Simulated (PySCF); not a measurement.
Electric field gradients and quadrupole coupling constants

Species: C₄H₁₃NOSi₃.
Atom-mapped SMILES: `[CH2:1]=[C:2]([CH:3]=[O:4])[Si@:5]([NH2:6])([SiH3:7])[SiH2:8][CH3:9]` (hydrogens: H10, H11 on C1; H12 on C3; H13, H14 on N6; H15, H16, H17 on Si7; H18, H19 on Si8; H20, H21, H22 on C9)

Structure used (GFN2-xTB), in Å, numbered top down from 1:
```
atom  x, y, z in Å
C1    -1.0499    2.2053   -1.6709
C2    -0.3266    1.1792   -1.2222
C3     0.5376    0.4455   -2.1302
O4     1.2577   -0.4571   -1.7651
Si5   -0.2110    0.4874    0.5515
N6    -1.1626    1.6343    1.4599
Si7    1.9887    0.7719    1.2538
Si8   -1.1188   -1.6692    0.4371
C9     0.2598   -2.9614    0.2872
H10   -1.0309    2.5180   -2.7064
H11   -1.6794    2.7764   -1.0106
H12    0.5176    0.7560   -3.1942
H13   -2.1366    1.7524    1.2280
H14   -1.0689    1.6286    2.4622
H15    2.8014    1.6018    0.3598
H16    2.0808    1.3941    2.5826
H17    2.6635   -0.5219    1.3740
H18   -1.9241   -1.9933    1.6329
H19   -2.0532   -1.8540   -0.6911
H20    0.9025   -2.7318   -0.5572
H21    0.8833   -2.9830    1.1767
H22   -0.1414   -3.9599    0.1413
```

Field gradients from the PBE0/pcSseg-1 density (PySCF, non-relativistic), principal values in atomic units, ordered |Vxx| ≤ |Vyy| ≤ |Vzz|:

| atom | Vxx | Vyy | Vzz |
| --- | --- | --- | --- |
| O4 | 0.4861 | 1.4444 | -1.9306 |
| N6 | 0.3248 | 0.6083 | -0.9331 |

Problem. Find the asymmetry η = (Vxx − Vyy)/Vzz and the couplings χ = eQV/h (234.96 MHz × Q in barn × V in au), with Q(17O) = −0.0256 b, Q(14N) = 0.02044 b.

Solution. 
| atom | environment | nucleus | η | χzz (MHz) | χxx (MHz) | χyy (MHz) |
| --- | --- | --- | --- | --- | --- | --- |
| O4 | aldehyde oxygen | 17O | 0.50 | 11.61 | -2.92 | -8.69 |
| N6 | silicon-bound nitrogen | 14N | 0.30 | -4.481 | 1.560 | 2.922 |

The tensor is traceless: Vxx + Vyy + Vzz = 0.

Problem. What is Vzz at O4 in SI units (1 au = 9.71736 × 10²¹ V/m²)?

Solution. -1.9306 au = -18.760 × 10²¹ V/m².

Problem. And the gradient at the other heavy atoms, for which no coupling is worked out here?

Solution. 
```csv
atom,environment,Vzz (au),η
C1,terminal =CH2 carbon,0.454,0.27
C2,fully substituted alkene carbon,0.369,0.37
C3,aldehyde carbon,0.565,0.09
Si5,four-coordinate silicon,0.260,0.58
Si7,SiH3 silicon,0.060,0.80
Si8,SiH2 silicon,-0.037,0.85
C9,Si-methyl carbon,-0.027,0.75
```

Problem. What couplings would deuterons (Q(2H) = 0.00286 b) have in place of the hydrogens, at this geometry?

Solution. 
| atom | bonded to | bond length (Å) | Vzz (au) | η | χzz (kHz) |
| --- | --- | --- | --- | --- | --- |
| H10 | C1 | 1.082 | 0.3236 | 0.03 | 217 |
| H11 | C1 | 1.076 | 0.3335 | 0.03 | 224 |
| H12 | C3 | 1.109 | 0.2689 | 0.02 | 181 |
| H13 | N6 | 1.008 | 0.4278 | 0.16 | 287 |
| H14 | N6 | 1.007 | 0.4301 | 0.16 | 289 |
| H15 | Si7 | 1.466 | 0.1643 | 0.01 | 110 |
| H16 | Si7 | 1.470 | 0.1608 | 0.01 | 108 |
| H17 | Si7 | 1.464 | 0.1651 | 0.02 | 111 |
| H18 | Si8 | 1.478 | 0.1556 | 0.01 | 105 |
| H19 | Si8 | 1.476 | 0.1567 | 0.01 | 105 |
| H20 | C9 | 1.086 | 0.3195 | 0.01 | 215 |
| H21 | C9 | 1.086 | 0.3248 | 0.01 | 218 |
| H22 | C9 | 1.086 | 0.3266 | 0.01 | 219 |

The structure is a single GFN2-xTB conformer in the gas phase; no vibrational or solvent corrections. GFN2-xTB bond lengths can be off by several hundredths of an ångström, more for odd bonds, and the gradients follow them. With a basis this small, the couplings can be 20 % off.
